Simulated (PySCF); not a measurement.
**Worked example: oscillator strength and radiative lifetime**

but-1-yne (C4H6), SMILES C#CCC.

The structure is a stationary point at B3LYP-D3(BJ)/def2-SVP.

TDA-CAM-B3LYP/def2-SVPD in PySCF puts the first singlet state with f over 0.02 at 7.45 eV (vertical), with the transition dipole (0.000, 0.000, 0.420) in atomic units.

Question: Find the oscillator strength, the wavelength and the radiative lifetime that this transition would have in vacuum if emission retraced absorption.

Answer: 
|μ|² = 0.1764 au, so |μ| = 1.07 D. ΔE = 7.45/27.211 = 0.2738 hartree. f = (2/3) ΔE |μ|² = 0.032 (the program prints 0.032).
λ = 1239.84/7.45 = 166 nm; ν = 60088 cm⁻¹.
Einstein's coefficient A = 0.6670 ν² f s⁻¹ (ν in cm⁻¹) = 7.8e7 s⁻¹, so τ = 1/A = 13 ns. This state is S4; the lower singlets have f = 0.000, 0.004, 0.000. The figure is the radiative limit of this one transition; relaxation, internal conversion, crossing to triplets and a medium change what is measured.
